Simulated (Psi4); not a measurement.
# Exact exchange and the dipole moment of KBr

KBr: 2 atoms, total charge 0, spin state singlet. As SMILES, `[K][Br]`. The coordinates come from a PBE0-D4/def2-TZVP relaxation.

The dipole moment y, in D, basis def2-TZVPP; a is the functional's share of exact exchange. Programs: Psi4 1.11.

| functional | program | a | y (D) |
| --- | --- | --- | --- |
| revPBE | Psi4 | 0 | 10.24 |
| PBE | Psi4 | 0 | 10.24 |
| TPSSh | Psi4 | 0.1 | 10.55 |
| B3LYP | Psi4 | 0.2 | 10.50 |
| PBE0 | Psi4 | 0.25 | ? |
| BHLYP | Psi4 | 0.5 | 10.79 |

Q: Fit y = c + s·a to the known rows and predict PBE0.

A: 
1. Means of the 5 rows: a = 0.1600, y = 10.464.
2. Σ(Δa)² = 0.172, Σ(Δa·Δy) = 0.1788, so the slope is 0.1788/0.172 = 1.0395.
3. Intercept: 10.464 − (1.0395) × 0.1600 = 10.298. The largest residual of the fit is 0.15.
4. PBE0: 10.298 + (1.0395) × 0.25 = 10.56 D.

The run gave 10.60 D, so the prediction is off by -0.04 D, within the largest residual. More exact exchange makes the molecule more polar here.
